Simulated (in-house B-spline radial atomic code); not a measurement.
Successive ionisation energies of phosphorus; each step leads to the configuration of the next row (after the last: bare). Dirac energy differences include first-order Breit, QED and recoil terms. NIST's values go from ground level to ground level; the uncertainty of those that are theory runs from under 0.1 % in few-electron ions to several per cent in heavy many-electron ones. Computed with a B-spline radial code for spherical atoms: Dirac-Hartree-Fock, jj configuration that fills j = l - 1/2 first, finite nuclei.

A number in brackets counts the electrons of a j subshell.

```json
{"ion": "P", "configuration": "[Ne] 3s2 3p1/2(2) 3p3/2(1)", "ionisation energy (eV)": "9.1", "tabulated value (eV)": "10.48669", "tabulated kind": "measured", "computed minus tabulated (eV)": "-1", "highest orbital": "3p1/2", "largest mean radius (bohr)": "2.3796"}
{"ion": "P+", "configuration": "[Ne] 3s2 3p1/2(2)", "ionisation energy (eV)": "?", "tabulated value (eV)": "?", "tabulated kind": "semi-empirical", "computed minus tabulated (eV)": "?", "highest orbital": "?", "largest mean radius (bohr)": "?"}
{"ion": "P2+", "configuration": "[Ne] 3s2 3p1/2(1)", "ionisation energy (eV)": "29.5", "tabulated value (eV)": "30.20264", "tabulated kind": "measured", "computed minus tabulated (eV)": "-1", "highest orbital": "3p1/2", "largest mean radius (bohr)": "1.9805"}
{"ion": "P3+", "configuration": "[Ne] 3s2", "ionisation energy (eV)": "49.8", "tabulated value (eV)": "51.44387", "tabulated kind": "measured", "computed minus tabulated (eV)": "-2", "highest orbital": "3s1/2", "largest mean radius (bohr)": "1.6919"}
{"ion": "P4+", "configuration": "[Ne] 3s1", "ionisation energy (eV)": "?", "tabulated value (eV)": "?", "tabulated kind": "measured", "computed minus tabulated (eV)": "?", "highest orbital": "?", "largest mean radius (bohr)": "?"}
{"ion": "P5+", "configuration": "[He] 2s2 2p6", "ionisation energy (eV)": "218.8", "tabulated value (eV)": "220.43", "tabulated kind": "semi-empirical", "computed minus tabulated (eV)": "-2", "highest orbital": "2p3/2", "largest mean radius (bohr)": "0.51148"}
{"ion": "P6+", "configuration": "[He] 2s2 2p1/2(2) 2p3/2(3)", "ionisation energy (eV)": "?", "tabulated value (eV)": "?", "tabulated kind": "semi-empirical", "computed minus tabulated (eV)": "?", "highest orbital": "?", "largest mean radius (bohr)": "?"}
{"ion": "P7+", "configuration": "[He] 2s2 2p1/2(2) 2p3/2(2)", "ionisation energy (eV)": "314.7", "tabulated value (eV)": "309.6", "tabulated kind": "semi-empirical", "computed minus tabulated (eV)": "5", "highest orbital": "2p1/2", "largest mean radius (bohr)": "0.48738"}
{"ion": "P8+", "configuration": "[He] 2s2 2p1/2(2) 2p3/2(1)", "ionisation energy (eV)": "367.1", "tabulated value (eV)": "372.31", "tabulated kind": "semi-empirical", "computed minus tabulated (eV)": "-5", "highest orbital": "2p1/2", "largest mean radius (bohr)": "0.47598"}
{"ion": "P9+", "configuration": "[He] 2s2 2p1/2(2)", "ionisation energy (eV)": "419.7", "tabulated value (eV)": "424.4", "tabulated kind": "semi-empirical", "computed minus tabulated (eV)": "-5", "highest orbital": "2p1/2", "largest mean radius (bohr)": "0.46501"}
{"ion": "P10+", "configuration": "[He] 2s2 2p1/2(1)", "ionisation energy (eV)": "480.0", "tabulated value (eV)": "479.44", "tabulated kind": "semi-empirical", "computed minus tabulated (eV)": "1", "highest orbital": "2p1/2", "largest mean radius (bohr)": "0.45447"}
{"ion": "P11+", "configuration": "[He] 2s2", "ionisation energy (eV)": "555.7", "tabulated value (eV)": "560.62", "tabulated kind": "semi-empirical", "computed minus tabulated (eV)": "-5", "highest orbital": "2s1/2", "largest mean radius (bohr)": "0.44432"}
{"ion": "P12+", "configuration": "[He] 2s1", "ionisation energy (eV)": "611.6", "tabulated value (eV)": "611.741", "tabulated kind": "tabulated theory", "computed minus tabulated (eV)": "0", "highest orbital": "2s1/2", "largest mean radius (bohr)": "0.43509"}
{"ion": "P13+", "configuration": "1s2", "ionisation energy (eV)": "2815.6", "tabulated value (eV)": "2816.909", "tabulated kind": "tabulated theory", "computed minus tabulated (eV)": "-1", "highest orbital": "1s1/2", "largest mean radius (bohr)": "0.10217"}
{"ion": "P14+", "configuration": "1s1", "ionisation energy (eV)": "3069.8", "tabulated value (eV)": "3069.842", "tabulated kind": "tabulated theory", "computed minus tabulated (eV)": "0", "highest orbital": "1s1/2", "largest mean radius (bohr)": "0.0996"}
```

(1) Fill in the row of P+.

(2) Fill in the row of P4+.

(3) Fill in the row of P6+.

(4) Where is the largest jump?

(5) How far is this level of theory from the measured and semi-empirical values?

Answers

(1) ionisation energy (eV): 18.0; tabulated value (eV): 19.76949; computed minus tabulated (eV): -2; highest orbital: 3p1/2; largest mean radius (bohr): 2.154.

(2) ionisation energy (eV): 64.6; tabulated value (eV): 65.02511; computed minus tabulated (eV): 0; highest orbital: 3s1/2; largest mean radius (bohr): 1.6133.

(3) ionisation energy (eV): 265.2; tabulated value (eV): 263.57; computed minus tabulated (eV): 2; highest orbital: 2p3/2; largest mean radius (bohr): 0.49922.

(4) From P12+ to P13+, by a factor of 4.60 (611.58 to 2815.6 eV); the highest orbital goes from 2s1/2 to 1s1/2.

(5) Over those 12 rows the differences run from -5.24 to +5.06 eV (mean absolute value 2.5 eV). The calculation leaves out correlation and, in open shells, the multiplet splittings that an average leaves out.
